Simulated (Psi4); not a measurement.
iodine monochloride (ClI), singlet, geometry from GFN2-xTB (core potentials on I); BLYP/def2-TZVP run with Psi4.

Here is a job for Psi4.
```
memory 2 GB

molecule mol {
0 1
  Cl   -0.000000   -0.000000   -1.746255
  I     0.000000    0.000000    0.560119
}

set basis def2-tzvp
set reference rks
set guess sapgau

energy('blyp')
print_variables()
```

Output, abridged:

```
   => Loading Basis Set <=

    Name: DEF2-TZVP
    Role: ORBITAL
    Keyword: BASIS

    !!!  WARNING: ECP capability is in beta. Please check occupations closely.  !!!

         ---------------------------------------------------------
                                   SCF
               by Justin Turney, Rob Parrish, Andy Simmonett
                          and Daniel G. A. Smith
                              RKS Reference
         ---------------------------------------------------------

  ==> Geometry <==

    Molecular point group: c2v
    Full point group: C_inf_v

    Geometry (in Angstrom), charge = 0, multiplicity = 1:

       Center              X                  Y                   Z               Mass
    ------------   -----------------  -----------------  -----------------  -----------------
         CL           0.000000000000     0.000000000000    -1.808137166699    34.968852682000
         I            0.000000000000     0.000000000000     0.498236833301   126.904471900000

  Running in c2v symmetry.

  Rotational constants: A = ************  B =      0.11560  C =      0.11560 [cm^-1]
  Rotational constants: A = ************  B =   3465.57027  C =   3465.57027 [MHz]
  Nuclear repulsion =   97.512508610810741

  Charge       = 0
  Multiplicity = 1
  Electrons    = 42
  Nalpha       = 21
  Nbeta        = 21

  ==> Algorithm <==

  SCF Algorithm Type is DF.
  DIIS enabled.
  MOM disabled.
  Fractional occupation disabled.
  Guess Type is SAPGAU.
  Energy threshold   = 1.00e-06
  Density threshold  = 1.00e-06
  Integral threshold = 1.00e-12

  ==> Primary Basis <==

  Basis Set: DEF2-TZVP
    Blend: DEF2-TZVP
    Number of shells: 29
    Number of basis functions: 87
    Number of Cartesian functions: 101
    Spherical Harmonics?: true
    Max angular momentum: 3

  Core potential: DEF2-TZVP
    Number of shells: 4
    Number of ECP primitives: 29
    Number of ECP core electrons: 28
    Max angular momentum: 3

  ==> DFT Potential <==

   => LibXC <=

    Version 7.1.2
    S. Lehtola, C. Steigemann, M. J. T. Oliveira, and M. A. L. Marques,  SoftwareX 7, 1–5 (2018) (10.1016/j.softx.2017.11.002)

   => Composite Functional: BLYP <=

    BLYP GGA Exchange-Correlation Functional

    P.J. Stephens et. al., J. Phys. Chem., 98, 11623-11627, 1994
    B. Miehlich et. al., Chem. Phys. Lett., 157(3), 200-206 1989

    Deriv               =              1
    GGA                 =           TRUE
    Meta                =          FALSE

    Exchange Hybrid     =          FALSE
    MP2 Hybrid          =          FALSE

   => Exchange Functionals <=

    1.0000     XC_GGA_X_B88

   => Correlation Functionals <=

    1.0000     XC_GGA_C_LYP

   => LibXC Density Thresholds  <==

    XC_GGA_C_LYP:  1.00E-14
    XC_GGA_X_B88:  1.00E-15

   => Molecular Quadrature <=

    Radial Scheme          =       TREUTLER
    Pruning Scheme         =           NONE
    Nuclear Scheme         =       TREUTLER

    Blocking Scheme        =         OCTREE
    BS radius alpha        =              1
    Pruning alpha          =              1
    Radial Points          =             75
    Spherical Points       =            302
    Total Points           =          41559
    Total Blocks           =            385
    Max Points             =            256
    Max Functions          =             82
    Weights Tolerance      =       1.00E-15

   => Loading Basis Set <=

    Name: (DEF2-TZVP AUX)
    Role: JKFIT
    Keyword: DF_BASIS_SCF

   => Loading Basis Set <=

    Name: SAP_HELFEM_LARGE
    Role: ORBITAL
    Keyword: SAPGAU_BASIS

  ==> Integral Setup <==

  SCF_SUBTYPE=INCORE selected. In-core MEM_DF algorithm will be used.
  Using in-core AOs.

  ==> MemDFJK: Density-Fitted J/K Matrices <==

    J tasked:                   Yes
    K tasked:                    No
    wK tasked:                   No
    Algorithm:                 Core
    Schwarz Cutoff:           1E-12
    Mask sparsity (%):       2.0082
    Fitting Condition:        1E-10

   => Auxiliary Basis Set <=

  Basis Set: (DEF2-TZVP AUX)
    Blend: DEF2-UNIVERSAL-JKFIT
    Number of shells: 84
    Number of basis functions: 346
    Number of Cartesian functions: 464
    Spherical Harmonics?: true
    Max angular momentum: 5

  Minimum eigenvalue in the overlap matrix is 5.4716511244E-03.
  Reciprocal condition number of the overlap matrix is 1.4364703257E-03.
    Using symmetric orthogonalization.

  ==> Pre-Iterations <==

  SCF Guess: Superposition of Atomic Potentials (doi:10.1021/acs.jctc.8b01089).
  Using error function fits of the atomic potentials (doi:10.1063/5.0004046).

   -------------------------------------------------------
    Irrep   Nso     Nmo     Nalpha   Nbeta   Ndocc  Nsocc
   -------------------------------------------------------
     A1        37      37      10      10      10       0
     A2         8       8       1       1       1       0
     B1        21      21       5       5       5       0
     B2        21      21       5       5       5       0
   -------------------------------------------------------
    Total      87      87      21      21      21       0
   -------------------------------------------------------

  ==> Iterations <==

                           Total Energy        Delta E     RMS |[F,P]|

    Occupation by irrep:
             A1    A2    B1    B2
    DOCC [     9,    2,    5,    5 ]
    NA   [     9,    2,    5,    5 ]
    NB   [     9,    2,    5,    5 ]

   @DF-RKS iter   1:  -469.49487999563701   -4.69495e+02   1.77130e-01 ADIIS
    Occupation by irrep:
             A1    A2    B1    B2
    DOCC [    10,    1,    5,    5 ]
    NA   [    10,    1,    5,    5 ]
    NB   [    10,    1,    5,    5 ]

   @DF-RKS iter   2:  -448.40959144027761    2.10853e+01   3.22825e-01 ADIIS
   @DF-RKS iter   3:  -746.21586904829860   -2.97806e+02   1.63990e-01 ADIIS
   @DF-RKS iter   4:  -746.59676679697532   -3.80898e-01   1.24483e-01 ADIIS
   @DF-RKS iter   5:  -757.44655119884146   -1.08498e+01   2.35536e-02 ADIIS/DIIS
   @DF-RKS iter   6:  -757.73364824848682   -2.87097e-01   1.40521e-02 ADIIS/DIIS
   @DF-RKS iter   7:  -757.83962215890563   -1.05974e-01   6.39058e-03 ADIIS/DIIS
   @DF-RKS iter   8:  -757.85964796441681   -2.00258e-02   1.87379e-03 ADIIS/DIIS
   @DF-RKS iter   9:  -757.86452483209109   -4.87687e-03   4.91081e-04 ADIIS/DIIS
   @DF-RKS iter  10:  -757.86470845292888   -1.83621e-04   1.01030e-04 ADIIS/DIIS
   @DF-RKS iter  11:  -757.86472106350027   -1.26106e-05   4.34541e-05 DIIS
   @DF-RKS iter  12:  -757.86472360153596   -2.53804e-06   2.86664e-06 DIIS
   @DF-RKS iter  13:  -757.86472361261713   -1.10812e-08   2.05467e-07 DIIS
  Energy and wave function converged.

  ==> Post-Iterations <==

   Electrons on quadrature grid:
      Ntotal   =   41.9999972491 ; deviation = -2.751e-06

    Orbital Energies [Eh]
    ---------------------

    Doubly Occupied:

[...]
    Virtual:

[...]
    Final Occupation by Irrep:
             A1    A2    B1    B2
    DOCC [    10,    1,    5,    5 ]
    NA   [    10,    1,    5,    5 ]
    NB   [    10,    1,    5,    5 ]

  @DF-RKS Final Energy:  -757.86472361261713

   => Energetics <=

    Nuclear Repulsion Energy =             97.5125086108107411
    One-Electron Energy =               -1347.3543569867351835
    Two-Electron Energy =                 542.3909786849249031
    DFT Exchange-Correlation Energy =     -50.4138539216175943
    Empirical Dispersion Energy =           0.0000000000000000
    VV10 Nonlocal Energy =                  0.0000000000000000
    Total Energy =                       -757.8647236126171265

Computation Completed

Properties will be evaluated at   0.000000,   0.000000,   0.000000 [a0]

Properties computed using the SCF density matrix

 Multipole Moments:

 ------------------------------------------------------------------------------------
     Multipole            Electronic (a.u.)      Nuclear  (a.u.)        Total (a.u.)
 ------------------------------------------------------------------------------------

 L = 1.  Multiply by 2.5417464519 to convert [e a0] to [Debye]
 Dipole X            :          0.0000000            0.0000000            0.0000000
 Dipole Y            :          0.0000000            0.0000000            0.0000000
 Dipole Z            :         34.9643744          -34.5487497            0.4156247
 Magnitude           :                                                    0.4156247

 ------------------------------------------------------------------------------------

  Variable Map:
  ----------------------------------------------------------------------------
[...]
  Array Variable Map:
  ----------------------------------------------------------------------------
[...]
[...]
```
